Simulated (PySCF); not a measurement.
CH5NZn, SMILES [NH2][Zn][CH3]. Heavy atoms are numbered as in [Zn:1]([CH3:2])[NH2:6]. Hydrogens are named by the atom that carries them.

The structure is a stationary point at PBE-D3(BJ)/def2-SVP. One conformer was computed; it need not be the lowest.

Level of theory: KT2/pcSseg-1 run with PySCF.

GIAO shieldings, no solvent; atoms alike by connectivity are averaged. δ = σ(ref) − σ: ¹³C against TMS (σ = 185.1 ppm); ¹H against TMS (σ = 31.47 ppm); ¹⁵N against NH3 (σ = 266.2 ppm), references at their B3LYP-D3(BJ)/def2-TZVP geometries, non-relativistic.

| nucleus | atoms | count | δ (ppm) |
|---|---|---|---|
| ¹³C | C2 (CH3) | 1 | -12.4 |
| ¹H | H on C2 | 3 | 0.25 |
| ¹H | H on N6 | 2 | -0.10 |
| ¹⁵N | N6 (NH2) | 1 | 3.0 |
